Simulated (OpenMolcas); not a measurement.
# Sn+: effect of the basis set

```
Program             : OpenMolcas
Method              : SS-CASPT2, IPEA 0.25 Eh, imaginary shift 0.1 Eh (closed shells correlated: 4d)
Active space        : 3 electrons in 8 orbitals (5s 5p 6s 6p)
State averaging     : 2S+1 = 4 odd, 1 root; 2S+1 = 2 odd, 3 roots; 2S+1 = 4 even, 3 roots; 2S+1 = 2 even, 6 roots
Spin-orbit coupling : RASSI with atomic mean-field integrals over the reference wave functions, term energies averaged over their components
```

A. ANO-RCC-VTZP [7s6p4d2f1g], DKH2, point nucleus; CASPT2 step about 4 core-seconds
B. ANO-RCC-VQZP [8s7p5d3f2g], DKH2, point nucleus; CASPT2 step of the order of 7 core-seconds
C. ANO-RCC [10s9p8d5f3g], DKH2, point nucleus; CASPT2 step roughly 23 core-seconds

Energies in cm⁻¹ above 5s² 5p ²P°_1/2, the measured ground level; measured values from NIST Handbook of Basic Atomic Spectroscopic Data.

```json
{"Level": "5s² 5p ²P°_1/2", "A": "0.0", "B": "0.0", "C": "0.0", "Measured": "0.0"}
{"Level": "5s² 5p ²P°_3/2", "A": "3420", "B": "3480", "C": "3500", "Measured": "4251"}
{"Level": "5s 5p² ⁴P_1/2", "A": "45730", "B": "46030", "C": "46030", "Measured": "46464"}
{"Level": "5s 5p² ⁴P_3/2", "A": "47010", "B": "47310", "C": "47330", "Measured": "48368"}
{"Level": "5s 5p² ⁴P_5/2", "A": "49020", "B": "49280", "C": "49350", "Measured": "50730"}
```

Deviations, from unrounded energies. A percentage is the sum of absolute deviations over the sum of measured energies, with the sign that they share, or ± where signs differ.

```csv
Against measurement,Levels,A,B,C
mean absolute deviation (cm-1),4,1200,930,900
fine structure of the ground term (%),1,-19.5,-18.2,-17.7
other configurations (%),3,-2.6,-2.0,-2.0
```

B, C lie about equally close to measurement and A furthest from it. The largest miss of C in the table is 5s 5p² ⁴P_5/2, by -1400 cm-1. The ranking rests on the paired levels alone, and a cruder setting can come out closer through cancelling errors.

Among A to C the level of the table that moves most is 5s 5p² ⁴P_5/2, by 330 cm-1 (lowest in A, highest in C). Moves below CASPT2's spread within the term are not significant.

CASPT2 breaks the degeneracy within a term, and the mean is taken; among the terms shown or strongly mixed into the levels shown the widest spread is 19 cm-1 (5s 5p² ⁴P, A). Over all roots computed the reference weight is 0.87 to 0.94 in A, 0.86 to 0.94 in B, 0.87 to 0.94 in C; the roots of lowest weight are the least certain, and an intruder state may touch them. The run also gave levels led by 5s² 6s, which use shells meant for correlation; these and all levels above them are left out. Terms of s pⁿ other than that of highest spin mix with s² pⁿ⁻² d, which this space lacks; all of them can be thousands of cm-1 off, and some have no real level of that name. Some terms miss by over 15 % even with CASPT2, which points to a basis or an active space too small for the shells correlated. Measured partners are found by configuration, term and J. A level has none where our copy of the source lacks it or the pairing is in doubt (some pairs that miss far off the trend of their configuration count as doubtful), and it then counts in no deviation. Only configurations of the active space appear. The table leaves out levels that lie high or whose names do not pair safely across all columns.

° marks odd parity.
